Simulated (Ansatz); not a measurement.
This geometry of Cl4H2OW (8 atoms, charge 0, multiplicity 1) is a first-order saddle point.

Method: Ansatz, RKS PBE/def2-SVP.

```xyz
8
Properties=species:S:1:pos:R:3
W -0.082 -0.104 -0.018
H 0.208 0.280 1.607
Cl 2.256 -0.141 0.328
Cl -0.250 2.246 0.157
Cl -2.345 -0.193 0.378
Cl -0.087 -2.387 0.271
O 0.357 0.229 -1.825
H 1.022 0.863 -2.175
```

Which two structures does it join? (They come from a converged band through this point; their orientation in space is the band's.)

No bond is made or broken.  The two ends are copies of one structure, up to a mirror image or an exchange of like atoms.

First end point:

```xyz
8
Properties=species:S:1:pos:R:3
W 0.111 -0.225 0.015
H -0.035 0.640 1.452
Cl 2.238 -0.325 0.872
Cl 0.169 2.238 -0.158
Cl -2.154 -0.255 0.386
Cl 0.076 -2.540 -0.004
O 0.317 0.144 -1.809
H 0.357 1.116 -2.029
```

Last end point:

```xyz
8
Properties=species:S:1:pos:R:3
W -0.197 0.067 0.001
H 0.604 0.037 1.483
Cl 2.269 0.241 -0.060
Cl -0.444 2.228 0.739
Cl -2.502 -0.084 -0.139
Cl -0.137 -2.177 0.487
O 0.252 0.202 -1.811
H 1.234 0.280 -1.976
```

How far does it lie above each of them?

0.214 eV above the first and 0.214 eV above the second. This is the barrier of this one path; another mechanism may lie lower.

The run took 110 s on 4 threads of Arm Neoverse V2 (shared host), peak memory 0.21 GiB.
